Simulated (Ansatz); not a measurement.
The same path of a periodic cell of 13 atoms, Mg₁₂H (host Mg, host structure hcp, interstitial H) was run twice with different band settings.

Level of theory: Ansatz 0.2.0, DFT PBE, scalar-relativistic, plane waves, PAW. Settings: cutoff 420 eV, k mesh 4x3x4, gaussian smearing 0.15 eV, no spin polarisation.

Relaxed end points:

```xyz
13
Lattice="6.4200 0.0000 0.0000 -4.8150 8.3398 0.0000 0.0000 0.0000 5.2130" Properties=species:S:1:pos:R:3
Mg -0.003 -0.006 0.022
Mg -0.019 1.834 2.619
Mg -1.609 2.769 0.016
Mg -1.553 4.584 2.601
Mg -3.206 5.561 -0.036
Mg -3.222 7.493 2.599
Mg 3.216 0.002 0.035
Mg 3.217 1.858 2.633
Mg 1.602 2.758 0.027
Mg 1.557 4.594 2.604
Mg 0.001 5.557 0.030
Mg 0.002 7.409 2.650
H -3.201 5.574 3.131
```

```xyz
13
Lattice="6.4200 0.0000 0.0000 -4.8150 8.3398 0.0000 0.0000 0.0000 5.2130" Properties=species:S:1:pos:R:3
Mg 0.000 -0.007 -0.025
Mg -0.016 1.833 2.591
Mg -1.606 2.771 -0.018
Mg -1.549 4.584 2.604
Mg -3.203 5.560 0.028
Mg -3.217 7.492 2.608
Mg 3.217 0.002 -0.036
Mg 3.220 1.861 2.577
Mg 1.606 2.760 -0.027
Mg 1.559 4.592 2.605
Mg 0.003 5.558 -0.032
Mg 0.004 7.410 2.561
H -3.198 5.573 2.074
```

Common settings: spring 5.0 eV/Å²; optimiser quadratic models (default); force threshold 0.05 eV/Å; end points relaxed.

| run | movable images | climbing image | start path | iteration limit |
| --- | --- | --- | --- | --- |
| 1 | 3 | yes | IDPP | 80 |
| 2 | 6 | from the first iteration | default | 50 |

Problem. What does each run give, and how far can it be trusted?

Solution. Run 1: converged after 4 iterations, highest image 0.051 eV above the first end. By the program's own check the climbing image is of a kind that is not told: the force calls were inconclusive, a negative curvature could not be distinguished from the path's own, the only one lies far off the path, or fixed occupations may fill a level only in part (lowest curvatures found: -0.85 and 0.81 eV/Å²).
Run 2: converged after 3 iterations, highest image 0.051 eV above the first end. The order of the stationary point at the top wasn't checked.
Limits of this set-up: coarse k mesh, odd electron count without spin.
